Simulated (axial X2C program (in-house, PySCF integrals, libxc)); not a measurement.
## What spin–orbit coupling does to CoN⁺

All values were computed with an in-house relativistic program for diatomic molecules. Spin-free means the one-electron spin-free X2C Hamiltonian; two-component (2c) means X2C with spin–orbit coupling and atomic mean-field two-electron Coulomb and Gaunt terms, so the difference of the two also holds small scalar two-electron terms. Basis: Co dyall-cv3z [9s10p6d3f2g], N dyall-av3z [7s7p3d2f] (cores contracted in-house); Gaussian nuclei, density fitting, unrestricted open shells. Masses: Co 58.933 u, N 14.003 u.

Spin-free state: M_S = 1/2, Λ = 0 (beyond evenly filled blocks: σα); fragments Co+ + N.

```
level  Re (Å)  ωe (cm⁻¹)  De (eV)  μ (D)
 PBE0   1.660      624.6    1.393  -3.05
```

Dipoles are positive if N is the positive end and refer to the centre of mass.

Two-component determinant lowest at the distance of the search:

Ω = 1/2 (⟨Sz⟩ = 0.50, ⟨Lz⟩ = 0.00 at PBE0); fragments Co+ + N.

| level | Re (Å) | ωe (cm⁻¹) | μ (D) |
| --- | --- | --- | --- |
| PBE0 | 1.660 | 623.9 | -3.04 |

Task: From the two tables, how do the constants change at the PBE0 level (2c against spin-free)?

Result: At the PBE0 level Re is unchanged within 0.001 Å and ωe goes down by 0.7 cm⁻¹.

De is counted from the lowest determinant-based energies of the atoms at the same level, without counterpoise correction. De is not given where an atomic determinant may have missed its ground term or J level, or where the truncated virtual space spoils (T). Density functionals use the spin component along the axis (collinear). Without a current term, density functionals place determinants with orbital angular momentum somewhat too high. The state is one determinant with fixed occupations, lowest in a PBE0 search at one distance only: followed along the bond, the 2c determinant Ω = 7/2 reaches 0.10 eV lower at PBE0, at Re = 1.758 Å, so the state shown is not the lowest. The determinant is spin-polarised beyond a pure state at some levels (its spin-free form has ⟨S²⟩ too high), which makes Re and μ there less reliable.
